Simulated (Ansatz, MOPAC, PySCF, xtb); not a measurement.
Potential energy surface of Cl2Si, singlet: symmetric bend, bond length relaxed. Scanned: Cl-Si-Cl angle. Other coordinates (Si-Cl bond length) were minimised at PBE0/def2-TZVP.

Cartesian coordinates as functions of the variables (Å; names that start with a are angles):
```
Si  0  0  0
Cl  r*sin(a/2)  0  r*cos(a/2)
Cl  -r*sin(a/2)  0  r*cos(a/2)
```

Levels of theory: GFN1-xTB (xtb); CCSDT(Q)/cc-pVDZ = Ansatz (an electronic-structure program) with CCSDT(Q) on RHF/cc-pVDZ, frozen core; PM3, restricted, heats of formation (MOPAC); CCSDT/cc-pVDZ = CCSDT on RHF/cc-pVDZ, frozen core (Ansatz); RKS-B3LYP/3-21G = PySCF with restricted B3LYP/3-21G; CCSD(T)/aug-cc-pVQZ = CCSD(T) on RHF/aug-cc-pVQZ, frozen core in Ansatz.

Energies in kJ/mol, each method relative to its own lowest point.

| a / ° | GFN1-xTB | CCSDT(Q)/cc-pVDZ | PM3 | CCSDT/cc-pVDZ | RKS-B3LYP/3-21G | CCSD(T)/aug-cc-pVQZ |
|---|---|---|---|---|---|---|
| 180 | 117.1 | 172.9 | 171.9 | 174.8 | 120.8 | 182.7 |
| 167 | 109.0 | 162.2 | 155.7 | 163.8 | 112.3 | 171.0 |
| 157 | 93.3 | 140.4 | 127.2 | 141.6 | 96.2 | 147.3 |
| 147 | 72.4 | 109.9 | 93.8 | 110.6 | 75.0 | 114.8 |
| 137 | 49.2 | 75.5 | 61.5 | 75.9 | 51.5 | 78.8 |
| 127 | 27.1 | 42.5 | 33.9 | 42.8 | 28.9 | 45.0 |
| 117 | 9.4 | 15.9 | 13.3 | 16.1 | 10.6 | 17.8 |
| 107 | 0.0 | 0.1 | 1.4 | 0.1 | 0.0 | 1.1 |
| 97 | 4.0 | 0.0 | 0.0 | 0.0 | 1.4 | 0.0 |
| 87 | 29.9 | 23.4 | 13.8 | 23.4 | 19.8 | 22.3 |
| 80 | 68.1 | 60.9 | 37.3 | 61.0 | 48.7 | 59.0 |
